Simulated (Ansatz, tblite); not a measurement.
Cost and result up the ladder for CuB6⁻ (7 atoms). Total charge -1; singlet. Geometry: PBE-D4/def2-SVPD.

| atom | x (Å) | y (Å) | z (Å) |
| --- | --- | --- | --- |
| Cu1 | -0.685 | 2.316 | -1.111 |
| B2 | -0.289 | 0.383 | -0.117 |
| B3 | 0.519 | -1.205 | 0.516 |
| B4 | 0.851 | 1.212 | -1.053 |
| B5 | 1.303 | -0.111 | -0.444 |
| B6 | -0.558 | -1.948 | 1.374 |
| B7 | -1.141 | -0.648 | 0.835 |

Ansatz on 4 threads of Intel Xeon Platinum 8259CL on a shared host; xTB runs through tblite on one thread. Times are rough, summed over both states, and most runs start from the orbitals of an earlier one. No level here is sound enough to serve as a yardstick. The other state is a triplet.

The xTB rows come from tblite. The structure comes from a short search, and lower isomers may exist.

xTB has no spin-polarisation term.

```tsv
level	functions	wall time	vertical triplet (eV)	remarks
GFN1-xTB	33	0.024 s	1.03	–
GFN2-xTB	33	0.035 s	1.13	–
PBE-D4/def2-TZVPD	270	21 s	0.42	HOMO above zero (triplet), restricted SCF unstable in HF (singlet)
r2SCAN-D4/def2-TZVPD	270	61 s	0.16	restricted SCF unstable in HF (singlet)
PBE0-D4/def2-TZVPD	270	63 s	0.16	restricted SCF unstable in HF (singlet)
```
